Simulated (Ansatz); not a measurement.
**SiH4O4 (orthosilicic acid): methods side by side**

SiH4O4 has 9 atoms, charge 0, and is taken as a singlet. As SMILES, `O[Si](O)(O)O`. Geometry: optimised at B3LYP/def2-SVP. This is one conformer, not always the lowest.

Each level gives the adiabatic ionisation energy (to the doublet cation, shapes relaxed at B3LYP/def2-SVP, no zero-point term) (eV). The values are calculated.

| level | kind | program | value (eV) | less CCSD(T)/def2-SVP |
| --- | --- | --- | --- | --- |
| HF/def2-SVP | Hartree–Fock | Ansatz | 10.35 | -0.36 |
| SVWN5/def2-SVP | LDA | Ansatz | 10.22 | -0.49 |
| BLYP/def2-SVP | GGA | Ansatz | 9.88 | -0.83 |
| r2SCAN/def2-SVP | meta-GGA | Ansatz | 10.28 | -0.43 |
| PBE0-D4/def2-SVP | global hybrid | Ansatz | 10.52 | -0.19 |
| wB97M-V/def2-SVP | range-separated hybrid | Ansatz | 10.71 | 0.00 |
| RPA@PBE/def2-SVP | RPA | Ansatz | 10.30 | -0.41 |
| MP2/def2-SVP | perturbation theory | Ansatz | 11.24 | +0.53 |
| CCSD(T)/def2-SVP | coupled cluster or CI | Ansatz | 10.71 | 0.00 |

CCSD(T)/def2-SVP is the highest level here, not the true value. Its T1 diagnostic reaches 0.049, a sign that one reference may not serve. The values span 9.88 to 11.24 eV.
